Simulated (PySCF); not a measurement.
Cartesian coordinates in Å; atom numbers follow the order of the lines, from 1:
```xyz
15

F     1.8336    1.2565    0.6653
C     2.1716    0.0386    0.2194
F     2.4100   -0.7234    1.2808
F     3.3036    0.1602   -0.4759
C     1.0864   -0.5457   -0.6661
O    -0.1109   -0.7482    0.0021
C    -0.8960    0.3798    0.2423
C    -2.3515   -0.0210    0.1582
F    -3.1148    1.0467    0.4103
F    -2.6652   -0.4731   -1.0555
F    -2.6586   -0.9670    1.0404
H     0.9784    0.1189   -1.5441
H     1.4426   -1.5250   -1.0170
H    -0.7169    0.8113    1.2416
H    -0.7288    1.1737   -0.5064
```

Calculated, not measured (PySCF 2.14): shielding tensors at PBE0/pcSseg-1 (GIAO), structure optimised with PBE0-D3(BJ)/def2-SVP. Non-relativistic Hamiltonian, isolated molecule, fast rotation and ring inversion assumed for equivalent nuclei, one computed conformer.

Shifts are taken against calculated references (same method and geometry level): TMS for 13C and 1H; 19F against CFCl3; H2O for 17O.

```json
{"atoms": "C2/C8", "nucleus": "13C", "count": "2", "δ (ppm)": "?"}
{"atoms": "O6", "nucleus": "17O", "count": "1", "δ (ppm)": "13.2"}
{"atoms": "H12/H13/H14/H15", "nucleus": "1H", "count": "4", "δ (ppm)": "3.65"}
{"atoms": "F1/F3/F4/F9/F10/F11", "nucleus": "19F", "count": "6", "δ (ppm)": "-89.0"}
{"atoms": "C5/C7", "nucleus": "13C", "count": "2", "δ (ppm)": "?"}
```

Q: Estimate the values marked ?.

A: 
- C2/C8: 128.5 ppm, CF3 carbon; 3 electronegative neighbours deshield it
- C5/C7: 72.9 ppm, sp3 CH2 bonded to O; deshielded by the electronegative neighbour

Shifts are as computed. Against solution values, carbons near 30 ppm lie about +2 ppm off and those near 130 ppm about +5 ppm (rms about the fit 1.9 ppm; single classes can miss by 10 ppm). Of 1328 compounds with measured shifts, 309 miss one by over three times the rms of a fit or turn the order of signals round; such compounds aren't used in these exercises. Signals without a measured value on file couldn't be tested in this way; 1H shifts scatter by 0.2 ppm about their fit, and single ones miss by 0.5 ppm. Unscaled 19F shifts against computed CFCl3 carry errors that often reach 10 to 50 ppm. Experimental scales use liquid or dissolved standards, which lie at an offset from isolated H2O (liquid H2O: subtract about 36 ppm).
